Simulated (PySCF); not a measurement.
Se(F)(OH) (FHOSe), SMILES O[Se]F. The structure is a stationary point at B3LYP-D3(BJ)/def2-TZVP. One conformer was computed; it need not be the lowest.

The numbers are results of PySCF 2.14.0 with B3LYP-D3(BJ)/def2-TZVP, not measurements.

Harmonic wavenumbers (cm⁻¹): 260, 508, 637, 700, 1116, 3755. Rotational constants (GHz): 14.86, 7.558, 5.087; symmetry number 1.

Q: Work out the zero-point energy and the ideal-gas rigid-rotor harmonic-oscillator thermochemistry at 298.15 K and 1 atm.

A: ZPE = ½ Σ hcν = ½ × 6976 cm⁻¹ = 9.97 kcal/mol. H − E(el) = 12.95 kcal/mol. Entropy in cal/(mol K): translation 40.13, rotation 23.85, vibration 3.05, total 67.03. G − E(el) = -7.04 kcal/mol. Cp = 12.98 cal/(mol K).
